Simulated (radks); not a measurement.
Spherical quantum dot in the effective-mass picture: electrons in a well V = -V0 / (1 + exp((r - R)/a)) with V0 = 14, R = 2.25, a = 0.27, with a point charge +1 (a donor) at the centre, all in effective atomic units (hartree* = m*/eps^2 hartree, bohr* = eps/m* bohr), one dielectric constant everywhere. Calculated with a radial shooting solver with Libxc functionals: non-relativistic Kohn-Sham, LDA (Slater exchange, Perdew-Wang correlation), spin-polarised, spherical densities. Levels are named by radial order and angular momentum (1s, 1p, 1d, 2s, ...), and open shells are averaged over m.

N = 2, configuration 1s2. This is the lowest configuration that the search found. Occupied and some empty levels:

level,occupation,eigenvalue (hartree*),<r> (bohr*)
1s,2,-12.657,0.9196
1p,0,-11.170,1.238
2s,0,-9.7122,1.194
1d,0,-9.6809,1.417

Energy (hartree*): total -26.9774, kinetic 2.3010, external -30.287, Hartree 1.9578, exchange-correlation -0.94896. Static polarisability (adiabatic kernel): 0.7379 bohr*^3.

Electron density:

r (bohr*),n(r) (e/bohr*^3)
0.0905,1.044
0.242,0.7701
0.393,0.5661
0.544,0.4129
0.695,0.2966
0.846,0.2080
0.998,0.1408
1.15,0.09078
1.30,0.05509
1.45,0.03093
1.60,0.01580
1.75,0.007164
1.91,0.002867
